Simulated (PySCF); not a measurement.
C7H4ClNO.
Atom-mapped SMILES: `[Cl:1][c:2]1[cH:3][cH:4][c:5]2[o:6][n:7][cH:8][c:9]2[cH:10]1` (hydrogens: H11 on C3; H12 on C4; H13 on C8; H14 on C10)

Computed at PBE0/pcSseg-1 (PySCF, non-relativistic), with Q(35Cl) = −0.0817 b, Q(17O) = −0.0256 b, Q(14N) = 0.02044 b: Cl1, 35Cl (I = 3/2): χzz = -75.99 MHz, η = 0.072; O6, 17O (I = 5/2): χzz = -11.39 MHz, η = 0.363; N7, 14N (I = 1): χzz = -6.325 MHz, η = 0.730.

Q: Where would the pure quadrupole (NQR) lines of 35Cl at Cl1 fall for the rigid, isolated species?

A: From ν = (|χ|/2)√(1 + η²/3): ν = 38.03 MHz (aryl chlorine). For 37Cl the ratio of quadrupole moments, 0.7881, gives 29.97 MHz.

Q: Find the zero-field quadrupole resonance frequencies of 17O at O6.

A: From the eigenvalues of H = χ/[4I(2I − 1)] × [3Iz² − I(I + 1) + η(Ix² − Iy²)], steps between neighbouring levels, labelled as for η = 0: ±1/2↔±3/2 1.938 MHz, ±3/2↔±5/2 3.334 MHz (ring oxygen).

Q: Find the zero-field quadrupole resonance frequencies of 14N at N7.

A: From ν± = (3/4)|χ|(1 ± η/3) and ν0 = |χ|η/2: ν+ 5.899 MHz, ν− 3.589 MHz, ν0 2.310 MHz (pyridine-type nitrogen).

Q: Apply the simplest Townes–Dailey estimate (no s hybridisation, no π bonding), ionic character = 1 − χzz/χ0, where χ0 is the coupling for one missing p electron along the bond: −109.74 MHz for 35Cl.

A: Cl1 on C2: 1 − (-75.99)/(-109.74) = 0.31. In this model a purely covalent bond gives χ0 and a free halide ion gives zero; s hybridisation or π bonding, where present, is counted here as ionic character.

In a crystal, neighbours and librations shift these lines. Geometry: GFN2-xTB; no solvent, vibrations or thermal averaging. GFN2-xTB bond lengths can be off by several hundredths of an ångström, more for odd bonds, and the gradients follow them. The basis is small and wasn't made for field gradients, so the couplings can be 20 % off.
